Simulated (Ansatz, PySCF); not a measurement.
Dissociation curve of GeGa (cation, charge +1), lowest singlet found (which spin is the ground state isn't settled by this scan).

Levels of theory: RHF/aug-cc-pVDZ (Ansatz, a first-principles code); FCI = full CI/aug-cc-pVDZ, cores with 3d frozen run with Ansatz; RCCSD(T) = Ansatz with CCSD(T) on RHF/aug-cc-pVDZ, cores with 3d frozen; RKS-B3LYP/6-31G* = restricted B3LYP/6-31G*, spherical d (PySCF 2.14.0).

Energies are in kJ/mol, each relative to the lowest point of its own curve between 2.89 and 3.91 Å, where full CI is lowest.

| R / Å | RHF | FCI | RCCSD(T) | RKS-B3LYP/6-31G* |
|---|---|---|---|---|
| 2.89 | ? | 8.8 | 9.3 | ? |
| 3.03 | ? | 1.4 | 1.5 | ? |
| 3.28 | 0.0 | 0.0 | 0.0 | 0.0 |
| 3.51 | ? | 6.7 | 6.7 | ? |
| 3.91 | 23.7 | 25.8 | 25.9 | 28.6 |
| 4.28 | 41.8 | 45.2 | 45.4 | 48.4 |
| 4.78 | 63.1 | 68.3 | 68.7 | 71.0 |
| 5.38 | 81.9 | 88.2 | 88.9 | 90.2 |
| 6.02 | 94.9 | 100.6 | 101.9 | 102.5 |
| 7.09 | 106.3 | 109.8 | 111.8 | 111.1 |
| 8.22 | 111.8 | 113.5 | 115.9 | 112.4 |

### Question
What belongs in the gaps?

### Answer

- 2.89, RHF: 10.9
- 2.89, RKS-B3LYP/6-31G*: 90.9
- 3.03, RHF: 2.5
- 3.03, RKS-B3LYP/6-31G*: 97.9
- 3.51, RHF: 5.9
- 3.51, RKS-B3LYP/6-31G*: 7.9

The scan ran from 1.74 to 8.22 Å; beyond the distances shown full CI changes its symmetry label. The restricted form behind RHF, RKS-B3LYP/6-31G* keeps the bonding electrons paired and can't separate into open-shell fragments. Also computed but left out beside FCI, since their determinant holds another spin at the minimum (<S²> over 0.7 above the pure value): UHF, UCCSD, UCCSD(T), UKS-BLYP, UKS-B3LYP, UKS-PBE, UKS-B3LYP/6-31G*, UHF/3-21G.
